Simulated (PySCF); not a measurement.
Species: [PdCl6]2- (charge -2 and singlet state).
Bonds: Pd1–Cl2, Pd1–Cl3, Pd1–Cl4, Pd1–Cl5, Pd1–Cl6, Pd1–Cl7.
The ion is multiply charged and has no counter-ions or solvent; whether it holds all its electrons wasn't checked.

Method: PySCF 2.14.0, PBE0-D3(BJ)/def2-SVP geometry optimisation, gas phase, def2 core potentials past Kr; density fitting, grid level 1; the optimiser is geomeTRIC in internal coordinates, started from a GFN2-xTB structure with every atom displaced at random (about 0.03 Å).

Geometry at step 3:
```
atom  x, y, z in Å
Pd1     0.0084   -0.0103   -0.0108
Cl2     0.0028   -0.0332    2.3415
Cl3     0.0194    0.0022   -2.3582
Cl4     2.3565    0.0149    0.0074
Cl5    -2.3362   -0.0408   -0.0350
Cl6     0.0075    2.3306   -0.0029
Cl7     0.0334   -2.3654   -0.0105
```

Task: Give the atomic forces at this geometry.

Result: 
| atom | Fx (eV/Å) | Fy (eV/Å) | Fz (eV/Å) |
| --- | --- | --- | --- |
| Pd1 | 0.085 | -0.150 | 0.046 |
| Cl2 | -0.021 | 0.025 | -0.025 |
| Cl3 | 0.008 | -0.007 | -0.018 |
| Cl4 | 0.018 | -0.013 | -0.009 |
| Cl5 | -0.043 | 0.021 | 0.020 |
| Cl6 | -0.041 | 0.078 | 0.009 |
| Cl7 | -0.006 | 0.046 | -0.022 |

The largest, 0.18 eV/Å, acts on Pd1; the rms over all components is 0.048 eV/Å. The forces sum to zero within rounding, as they must for an isolated molecule in no field.

Task: Give the force on Pd1 in Eh/bohr and in nN.

Result: 0.178 eV/Å ÷ 51.422 = 0.00346 Eh/bohr, and 0.178 eV/Å × 1.602 = 0.29 nN.

Task: How far is this geometry from the end of the optimisation?

Result: 0.002 eV above it, and 0.010 Å rms away after alignment. The bonds farthest from their final lengths, with half the difference of the two atoms' forces along the bond (positive lengthens):

```csv
bond,now (Å),final (Å),force along bond (eV/Å)
Pd1–Cl6,2.341,2.349,+0.11
Pd1–Cl7,2.355,2.350,-0.10
Pd1–Cl5,2.345,2.349,+0.06
Pd1–Cl2,2.352,2.350,-0.04
Pd1–Cl3,2.347,2.349,+0.03
```

The angle farthest from its final value is Cl5–Pd1–Cl6, 90.7° against 90.0°.

The cost below is that of the whole optimisation. The run took 71 s wall on one thread, Intel Xeon Platinum 8488C (x86_64), shared host with 96 logical CPUs at a one-minute load of 27, and the process peaked at 0.60 GiB of memory.
